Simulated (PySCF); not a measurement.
C10H8S2, SMILES C1=CC(=C2C=CSC=C2)C=CS1.

Coordinates come from a B3LYP-D3(BJ)/def2-SVP optimisation.

Computed with PySCF with SMD-B3LYP/6-31G*.

Solvation free energies are E(SMD) − E(gas) at the gas-phase geometry, for 1 M in both phases. In vacuum the dipole moment is 0.00 D.

Computed solvation free energies in water, acetone, acetonitrile:
```tsv
solvent	ΔG(solv) (kcal/mol)	its non-electrostatic (CDS) part	dipole (D)
water	-3.1	4.6	0.00
acetone	-9.6	-2.4	0.00
acetonitrile	-9.6	-2.1	0.00
```
